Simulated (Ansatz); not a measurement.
Ideal-gas functions of AlBClH4N (`B[NH][AlH][Cl]`) at 500 K and 1 bar, from an Ansatz frequency run at PBE0-D4/def2-TZVP.

Molar mass 91.29 g/mol, point group C1 (symmetry number 1), electronic degeneracy 1, moments of inertia 42.541, 209.813, 221.904 u Å². Harmonic wavenumbers (cm⁻¹, unscaled): 131, 191, 333, 362, 480, 510, 656, 714, 861, 884, 970, 1137, 1282, 1449, 1993, 2231, 2673, 3681.

Use S(trans) = R[1.5 ln M + 2.5 ln T − 1.1517]; rotational temperatures θ = 24.2544 K / I; S(rot) = R[ln(√π/σ · √(T³/θAθBθC)) + 1.5]; for each mode x = 1.438777 ν̃/T, S = R[x/(eˣ − 1) − ln(1 − e⁻ˣ)] and H = RT x/(eˣ − 1); 1 cm⁻¹ = 0.0119627 kJ/mol; R = 8.31446 J/(mol·K).

Task: By hand: the entropy, in J/(mol·K).

Result: Translation 175.9. Rotation: θ = 0.5701, 0.1156, 0.1093 K, giving 115.2. Vibration, mode by mode: 16.48, 13.39, 8.98, 8.34, 6.26, 5.83, 4.17, 3.65, 2.62, 2.48, 2.04, 1.39, 1.00, 0.67, 0.18, 0.10, 0.03, 0.00, in all 77.6. Electronic 0.0. Sum 368.7 J/(mol·K).

Task: By hand: H − E and G − E in kJ/mol, counted from the electronic energy.

Result: Zero-point energy ½ × 20538 × 0.0119627 = 122.8; thermal vibration 21.7; translation, rotation and pV give 4 RT = 16.6. H − E = 161.1 kJ/mol, and G − E = 161.1 − 500 × 368.7/1000 = -23.2 kJ/mol.

Vibration gives 21 % of the entropy, 16.5 J/(mol·K) of it from the mode under 150 cm⁻¹: soft modes count most, and the harmonic formula is weakest for them. The sum counts one conformer and one mirror image; others add a mixing term.
